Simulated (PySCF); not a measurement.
# C4H9Al: core ionisation energies

Compound: C4H9Al.
Numbering: `[CH2:1]=[CH:2][CH2:3][AlH:4][CH3:5]`

Method used: delta-SCF UKS SCAN, pcX-2 on the ionised atom, pcseg-1 elsewhere, spin-free X2C in PySCF 2.14.0. Each binding energy is the total energy of the core-ionised species, with the hole localised on one atom, minus that of the ground state; both are solved self-consistently, so orbital relaxation is included.

Task: Give the core binding energies atom by atom.

Result: 
```
atom(s)                    environment  level  binding energy (eV)  above the level's lowest (eV)  count
     C1           terminal =CH2 carbon   C 1s               289.56                           0.00      1
     C2               alkene CH carbon   C 1s               290.41                          +0.85      1
     C3                 allylic carbon   C 1s               289.78                          +0.22      1
    Al4  aluminium bonded to 2 C and H  Al 1s              1566.46                           0.00      1
     C5                  methyl carbon   C 1s               289.66                          +0.10      1
```

The listed C 1s values span 0.85 eV, from C1 (bonded to C (double bond) and 2 H) to C2 (bonded to C (double bond), C and H). Summing the Pauling electronegativity differences to the bonded atoms, each weighted by its formal bond order, gives -0.70 for the lowest site and -0.35 for the highest; no listed site has a larger sum than the highest. The smallest sum, -1.99, belongs to C5, 0.10 eV above the lowest.

Task: Which photon energy gives electrons from C 1s of C1 a kinetic energy of 200 eV, and what is their de Broglie wavelength?

Result: hν = 289.56 + 200 = 489.56 eV, recoil neglected; λ = 12.264 Å/√(E/eV) = 0.87 Å.

Spin contamination (⟨S²⟩ against 0.75 for a pure doublet) is marked for C 1s of C2 (0.86), which makes this value less certain. The structure is a single PBE0-D3(BJ)/def2-SVP conformer in the gas phase; no vibrational or solvent corrections.

The values belong to the conformer `[CH2:1]=[CH:2][CH2:3][AlH:4][CH3:5]`: C1–C2–C3–Al4 95°, C2–C3–Al4–C5 -24°.
